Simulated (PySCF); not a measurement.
# Cost of excited-state runs on `C(C)[C@@H](C)c1cocn1`, C$_{7}$H$_{11}$NO

Geometry:
| atom | x (Å) | y (Å) | z (Å) |
| --- | --- | --- | --- |
| C1 | -1.635 | -1.080 | 1.488 |
| C2 | -1.234 | 0.363 | 1.206 |
| C3 | -0.533 | 0.518 | -0.150 |
| C4 | -0.266 | 1.993 | -0.454 |
| C5 | 0.760 | -0.226 | -0.145 |
| C6 | 1.206 | -1.220 | -0.962 |
| O7 | 2.453 | -1.568 | -0.568 |
| C8 | 2.710 | -0.770 | 0.472 |
| N9 | 1.752 | 0.041 | 0.767 |
| H10 | -2.140 | -1.152 | 2.449 |
| H11 | -0.758 | -1.722 | 1.514 |
| H12 | -2.309 | -1.450 | 0.718 |
| H13 | -2.123 | 0.997 | 1.217 |
| H14 | -0.554 | 0.713 | 1.985 |
| H15 | -1.167 | 0.093 | -0.936 |
| H16 | -1.198 | 2.555 | -0.454 |
| H17 | 0.206 | 2.102 | -1.428 |
| H18 | 0.396 | 2.407 | 0.302 |
| H19 | 0.776 | -1.735 | -1.796 |
| H20 | 3.653 | -0.849 | 0.974 |

PySCF with density fitting, on 1 thread of an Arm Neoverse N1, shared host. Command: `OMP_NUM_THREADS=1 python excited_run.py task.json out`

Problem. How long does this run take, and how much memory?
- excited states, wB97X-D/def2-SVP; Tamm-Dancoff; spin-orbit couplings; 5 states; 6 triplets; quadratic response for 4 states

Solution. 
| run | level | basis functions | wall time | peak memory (GiB) |
| --- | --- | --- | --- | --- |
| excited states | wB97X-D/def2-SVP | 181 | 65 s | 0.83 |

Times from a shared host are rough.
